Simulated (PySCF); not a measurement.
# Electron correlation in Ar⁺ (argon, charge +1)

[Ne] 3s1 3p6, 2S determinant (an excited configuration). Computed with PySCF 2.14 in x2c-QZVPPall, with the spin-free X2C one-electron Hamiltonian (Gaussian nucleus). Frozen: [Ne]; 7 electrons correlated.

```
  level  correlation energy (mhartree)
   CCSD                        -368.96
    (T)                         -37.95
CCSD(T)                        -406.91
```

Diagnostics: T1 = 0.014, D1 = 0.0301, largest double amplitude 0.210.

A double-excitation amplitude exceeds 0.15, a sign of near-degeneracy.

Cost of the coupled-cluster step: about 13 core-seconds, for 7 correlated electrons.
